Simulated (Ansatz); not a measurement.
Two members of one family (Series (HCdX)2), computed with Ansatz in the gas phase; def2 core potentials for Cd, no spin–orbit coupling. The two geometries come from different levels. A negative affinity means that the extra electron isn't bound at that geometry and level; within about 0.2 eV of zero the sign isn't settled. Binding counts from free atoms in the multiplicity of their measured ground term, without zero-point energy. A dash marks a value that wasn't run or was left out as unsound. The structures are stationary points that may keep the symmetry of their start. Remarks come from the PBE and PBE0 runs and from stability tests at other levels; not every state was tested. A HOMO above zero means that the electron is unbound at that level and held by the basis, or that self-interaction error raises the level; the energy of removing that electron tells which.

First: (HCd-mu-OH)2 (singlet, charge 0, B3LYP-D4/def2-SVP geometry).

| atom | x (Å) | y (Å) | z (Å) |
| --- | --- | --- | --- |
| Cd1 | 0.383 | 0.644 | 1.545 |
| H2 | 0.753 | 1.270 | 3.050 |
| O3 | -1.126 | 0.669 | 0.000 |
| Cd4 | -0.382 | -0.643 | -1.546 |
| H5 | -0.754 | -1.271 | -3.049 |
| O6 | 1.127 | -0.668 | -0.001 |
| H7 | -1.955 | 1.160 | 0.001 |
| H8 | 1.954 | -1.161 | -0.001 |

```
              level  HOMO (eV)  LUMO (eV)  gap (eV)  vertical EA (eV)  binding per atom (eV)
  PBE-D4/def2-TZVPD      -6.60      -1.73      4.88             -0.14                   2.49
revPBE-D4/def2-TZVP      -6.41      -1.47      4.94                 –                   2.40
r2SCAN-D4/def2-TZVP      -6.85      -1.21      5.64                 –                   2.52
 PBE0-D4/def2-TZVPD      -7.78      -0.89      6.89             -0.39                   2.44
 HSE06-D4/def2-TZVP      -7.34      -1.06      6.28                 –                   2.43
```

Remarks: HOMO above zero (-1 doublet).

Second: (HCd-mu-NH2)2 (singlet, charge 0, PBE-D4/def2-SVP geometry).

Cartesian coordinates in Å:
```
Cd 0.038 0.306 1.671
H 0.206 0.555 3.333
N 0.472 1.371 -0.269
Cd 0.225 -0.408 -1.634
H 0.576 -0.862 -3.223
N -0.648 -1.302 0.245
H 1.376 1.862 -0.324
H -0.215 2.116 -0.470
H -1.677 -1.374 0.203
H -0.352 -2.264 0.469
```

Task: What does the change do? Estimate second minus first.

Result: 
| level | Δ HOMO (eV) | Δ LUMO (eV) | Δ gap (eV) | Δ vertical EA (eV) | Δ binding per atom (eV) |
| --- | --- | --- | --- | --- | --- |
| PBE-D4/def2-TZVPD | 0.87 | 0.31 | -0.56 | -0.23 | 0.03 |
| revPBE-D4/def2-TZVP | 0.77 | 0.24 | -0.53 | – | 0.05 |
| r2SCAN-D4/def2-TZVP | 0.91 | 0.24 | -0.67 | – | -0.02 |
| PBE0-D4/def2-TZVPD | 0.90 | 0.24 | -0.66 | -0.16 | 0.04 |
| HSE06-D4/def2-TZVP | 0.88 | 0.15 | -0.73 | – | 0.04 |

Remarks: HOMO above zero (-1 doublet).
